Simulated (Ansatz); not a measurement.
`C=[CH][GaH][Cl]` + `C[SeH]` → `C[Se][GaH][Cl]` + `C=C`  (ligand exchange at a Ga–C bond)

Calculated with Ansatz (gas phase, PBE0-D4/def2-TZVP geometries, no zero-point term in ΔE). CBS: MP2 limit from def2 TZ/QZ plus the TZ coupled-cluster correction, frozen cores. This one scheme is used for every species. Functionals use def2-TZVPP. B3LYP here is the variant with VWN-RPA as its local correlation; programs differ in this. HSE06 is defined as in plane-wave codes. For Ga, Se outer-core shells are correlated without core-valence functions, which leaves a few kJ/mol of doubt a bond. Scalar relativity is left out up to krypton. One conformer a species, not always the lowest.

```csv
level,ΔE (kJ/mol),difference from CCSD(T)/CBS
LDA (SPW92),-107.5,1.1
PBE-D4,-110.0,-1.4
revPBE-D4,-108.6,0.0
BLYP-D4,-109.7,-1.1
r2SCAN-D4,-111.7,-3.1
B97M-V,-107.6,1.0
B3LYP-D4,-110.7,-2.1
r2SCAN0-D4,-112.4,-3.8
HSE06-D4,-111.1,-2.5
CAM-B3LYP-D4,-105.9,2.7
ωB97X-V,-104.9,3.7
ωB97M-V,-106.1,2.5
B2PLYP,-107.3,1.3
PBE-QIDH,-109.3,-0.7
PBE,-107.4,1.2
revPBE,-105.4,3.2
BLYP,-104.8,3.8
r2SCAN,-111.2,-2.6
PBE0,-108.4,0.2
B3LYP,-106.2,2.4
r2SCANh,-111.4,-2.8
r2SCAN0,-111.7,-3.1
HSE06,-108.6,0.0
BHLYP,-108.0,0.6
CAM-B3LYP,-103.1,5.5
LC-ωPBE,-101.6,7.0
RPA@PBE/def2-TZVPP,-99.7,8.9
MP2/def2-SVP,-107.9,0.7
CCSD/def2-SVP,-106.1,2.5
CCSD(T)/def2-SVP,-106.6,2.0
HF/def2-TZVPP,-107.9,0.7
MP2/def2-TZVPP,-108.0,0.6
SCS-MP2/def2-TZVPP,-105.1,3.5
CCSD/def2-TZVPP,-104.6,4.0
CCSD(T)/def2-TZVPP,-105.4,3.2
MP2/def2-QZVPP,-109.5,-0.9
SCS-MP2/def2-QZVPP,-106.3,2.3
HF/CBS(def2),-106.6,2.0
MP2/CBS(def2),-111.2,-2.6
CCSD/CBS(def2),-107.7,0.9
CCSD(T)/CBS,-108.6,0
```

Largest T1 diagnostic among the species: 0.012.

Leaving LDA and LC-ωPBE aside and taking each functional with its dispersion term where it has one, the values, not all of them listed here, spread over 8.7 kJ/mol, from BHLYP-D4 to ωB97X-V. The D4 term adds −4.5 kJ/mol with B3LYP and −2.5 kJ/mol with PBE0; it sums over pairs of atoms, weighted by their polarisabilities, and B3LYP, whose exchange is more repulsive, gets the larger term. From BLYP to BHLYP (50 % exact exchange), in def2-TZVPP and without D4, ΔE moves by −3.2 kJ/mol.
